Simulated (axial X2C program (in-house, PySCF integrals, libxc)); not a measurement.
# Spin–orbit effects down a group: molecules with Ge (ions), PBE0

Computed with an in-house relativistic program for diatomic molecules, spin-free (one-electron X2C) or two-component (2c: spin–orbit coupling with atomic mean-field Coulomb and Gaunt terms, which also bring small scalar terms), in Dyall basis sets with cores contracted in-house; open shells are unrestricted.

Basis sets: Ge dyall-cv3z, O dyall-av3z, S dyall-av3z, Se dyall-cv3z.

```
molecule   spin-free state  Re (Å)  ωe (cm⁻¹)  De (eV)  2c state  Re 2c (Å)  ωe 2c (cm⁻¹)  De 2c (eV)
    GeO⁺  M_S = 1/2, Λ = 1   1.768      745.1     3.62   Ω = 3/2      1.768         744.6         n/a
    GeS⁺  M_S = 1/2, Λ = 1   2.167      456.5     3.54   Ω = 3/2      2.167         455.9         n/a
   GeSe⁺  M_S = 1/2, Λ = 1   2.287      326.9     3.45   Ω = 3/2      2.287         326.3         n/a
```

Q: Work out the shifts from the spin-free to the two-component result.

A: 

```json
{"molecule": "GeO⁺", "2c state": "Ω = 3/2", "ΔRe (Å)": "0.000", "Δωe (cm⁻¹)": "-0.5", "ΔDe (eV)": "n/a"}
{"molecule": "GeS⁺", "2c state": "Ω = 3/2", "ΔRe (Å)": "0.000", "Δωe (cm⁻¹)": "-0.6", "ΔDe (eV)": "n/a"}
{"molecule": "GeSe⁺", "2c state": "Ω = 3/2", "ΔRe (Å)": "0.000", "Δωe (cm⁻¹)": "-0.6", "ΔDe (eV)": "n/a"}
```

Shifts of one unit in the last digit are rounding.

Fragments in 2c: Ge+ + O, Ge+ + S, Se + Ge+. Each entry is the lowest single determinant of a limited PBE0 search at one distance. De goes to single-determinant-based atoms at the same level (for ions the charge split of lowest energy) and is withheld (n/a) where an atom does not fit its ground term or J level. Main or longest-lived isotopes. One determinant is a doubtful description, or other states lie close, for GeO⁺, GeSe⁺; these need not be ground states, and all values refer to the states named. The functionals have no current term, which raises determinants with orbital currents.
